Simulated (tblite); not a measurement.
A tight-binding relaxation on `CO[C@@H]1[SiH2][SiH2][C@@H](C#N)[SiH2]1`.

Computed with GFN2-xTB geometry optimisation, gas phase (tblite 0.8.0). Start geometry: from a force field or distance geometry. The input is one job of a driver script: a line of settings, then coordinates in Å.

Command:
```bash
OMP_NUM_THREADS=1 python probes_run.py task.json out
```

Input:
```
{"job": {"kind": "relax", "xc": "GFN2-xTB", "basis": "xTB"}, "charge": 0, "multiplicity": 1}
C     -3.038500     0.261000     0.822800
O     -1.638700     0.447700     0.795900
C     -1.047600     0.174800    -0.484700
Si    -0.325400    -1.556200    -0.750900
Si     1.825000    -1.268700     0.086100
C      1.899100     0.581400     0.333300
C      3.215200     1.156100     0.027500
N      4.261000     1.616400    -0.195400
Si     0.565200     1.203200    -0.819400
H     -3.315500    -0.760900     0.547100
H     -3.405700     0.448900     1.838700
H     -3.532600     0.974900     0.150800
H     -1.772100     0.426800    -1.276100
H     -0.291600    -1.900300    -2.194600
H     -1.102600    -2.586100     0.003400
H      2.807800    -1.741900    -0.917100
H      2.030600    -1.987700     1.365500
H      1.619900     0.815800     1.366800
H      0.282300     2.648800    -0.569600
H      0.958900     1.056800    -2.241500
```

Output:
```
step      E/eV     max force
  0    -714.45887    2.407
  1    -714.59455    4.567
  2    -714.59969    4.020
  3    -714.71385    0.563
  4    -714.73779    0.445
  5    -714.80349    1.350
  6    -714.82678    0.958
  7    -714.84929    0.417
  8    -714.86400    0.551
  9    -714.87816    0.608
... (36 lines left out)
 46    -714.98889    0.020
 47    -714.98893    0.016
 48    -714.98897    0.022
 49    -714.98902    0.020
 50    -714.98905    0.014
 51    -714.98908    0.012
 52    -714.98912    0.017
 53    -714.98916    0.020
 54    -714.98920    0.017
 55    -714.98922    0.009
```

«max force» is the largest atomic force in eV/Å.

**Question.** From which step on does the largest force stay under 0.1 eV/Å, and how much energy is left to gain from there?

**Answer.** From step 30 (0.098 eV/Å), 7.1 meV above the end.

In short: energy lowered by 12.2 kcal/mol over 55 steps; largest atomic force 0.009 eV/Å at the end.

The run took 0.65 s on one thread, Arm Neoverse V1 (aarch64), shared host with 32 logical CPUs at a one-minute load of 20.
Labels such as C1 count atoms from 1, the log's own numbers from 0.
